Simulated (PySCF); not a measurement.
**Exercise with solution: chemical shift, span and skew from a shielding tensor**

C2H4BrGa, SMILES C=[CH][GaH][Br]. Atoms are numbered in the order given.

```xyz
8

Ga    -0.5285     0.5356     0.0000
H     -2.0889     0.7247     0.0000
Br     0.2401    -1.6519     0.0000
C      0.8169     1.9477     0.0000
C      0.4498     3.2472     0.0000
H      1.8912     1.6906     0.0000
H      1.1880     4.0703     0.0000
H     -0.6104     3.5591     0.0000
```
Charge 0, spin multiplicity 1.

Geometry optimised at PBE-D3(BJ)/def2-SVP. The values are those of a single conformer.

GIAO shieldings from KT2/pcSseg-1 run with PySCF, non-relativistic, no solvent. The symmetric part of the tensor of C5 has the principal values -69.6, 40.0, 154.1 ppm. The same nucleus in TMS has σ = 185.1 ppm at this level (PySCF, at its B3LYP-D3(BJ)/def2-TZVP geometry). Without spin–orbit terms, shifts of atoms bonded to Cl or Br come out too high.

Question: Work out the isotropic shielding, the ¹³C shift against TMS, the span and the skew.

Answer: 
σ(iso) = (σ11 + σ22 + σ33)/3 = 41.5 ppm. δ = σ(ref) − σ(iso) = 185.1 − (41.5) = 143.6 ppm.
Span Ω = σ33 − σ11 = 223.7 ppm. Skew κ = 3(σ(iso) − σ22)/Ω = 0.02. Tumbling in solution averages the tensor to δ; in a static solid the shielding alone would spread this spin-1/2 line over Ω.
